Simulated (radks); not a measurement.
The numbers below are computed, except where a source is named.
Problem. Ionisation of the oxygen ion O3+, [He] 2s2 2p1, to [He] 2s2 as the strength of local exchange is varied. Code: a radial shooting solver on a logarithmic mesh with Libxc functionals. Model: Dirac Kohn-Sham, Slater X-alpha exchange (alpha = 2/3 is LDA exchange), no correlation, spin-unpolarised, spherical densities, finite nucleus; open shells fill j = l - 1/2 first; Fermi nuclear charge, rms radius 2.6991 fm.

| alpha | E(O3+) (hartree) | exchange (hartree) | IE (eV) | -e of the level emptied (eV) | <r> of it (bohr) |
|---|---|---|---|---|---|
| 0.58 | -69.57702 | -4.98491 | 73.154 | 61.301 (2p1/2) | 0.9338 |
| 0.667 | -70.32729 | -5.77146 | 75.264 | 63.358 (2p1/2) | 0.9215 |
| 0.756 | -71.10004 | -6.58656 | 77.455 | 65.498 (2p1/2) | 0.9093 |
| 0.768 | -71.20464 | -6.69727 | 77.753 | 65.790 (2p1/2) | 0.9077 |
| ? | -72.42324 | -7.99371 | 81.247 | 69.214 (2p1/2) | 0.8895 |

Which alpha was used in the last row?

Solution. alpha = 0.907. NIST Atomic Spectra Database: 77.414 eV (measured). The Delta-SCF value meets it near alpha = 0.75. Spin polarisation and multiplet splitting are left out, so open shells lie too high by an amount that depends on their filling.

Beside tabulated values, note that spin-unpolarised runs miss the spin-polarisation part of the exchange energy of open shells.
